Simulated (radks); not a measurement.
Values are calculated unless marked as measured or tabulated.
Problem. Radial electron density D(r) = 4 pi r^2 rho(r) of an atom or ion with 37 electrons. Level of theory: scalar-relativistic Kohn-Sham, BLYP, spin-polarised, spherical densities, finite nucleus; Fermi nuclear charge, rms radius of each element as measured or else 0.836 A^(1/3) + 0.57 fm (a radial shooting solver on a logarithmic mesh with Libxc functionals).

```
   r/bohr * D(r) (the largest magnitude, 62.7, reaches the edge; | marks zero)
 0.003256 |    *
 0.004309 |       *
 0.005701 |            *
 0.007543 |                 *
 0.009981 |                         *
  0.01321 |                                 *
  0.01747 |                                        *
  0.02312 |                                            *
  0.03059 |                                           *
  0.04047 |                                       *
  0.05312 |                                     *
  0.07029 |                                          *
    0.093 |                                                    *
   0.1231 |                                                      *
   0.1628 |                                           *
   0.2154 |                                 *
    0.285 |                                     *
   0.3771 |                                         *
    0.499 |                            *
   0.6603 |             *
   0.8736 |        *
    1.156 |       *
    1.517 |    *
    2.007 | *
    2.656 *
    3.514 *
     4.65 *
```

What is the nuclear charge?

Solution. Z = 41. The innermost maximum, from 1s, lies near gamma/Z bohr with gamma = sqrt(1 - (Z/c)^2) = 0.954, here 0.0233 bohr (found: 0.0254), and its height grows with Z. The density is that of the niobium ion Nb4+ in [Kr] 4d1; the configuration itself is not fixed sharply by these data, and Z only to a few units. D(r) has 3 maxima, at r = 0.0254, 0.112, 0.354 bohr, and minima at 0.0510, 0.228 bohr, inside which lie 2.03, 11.10 electrons.
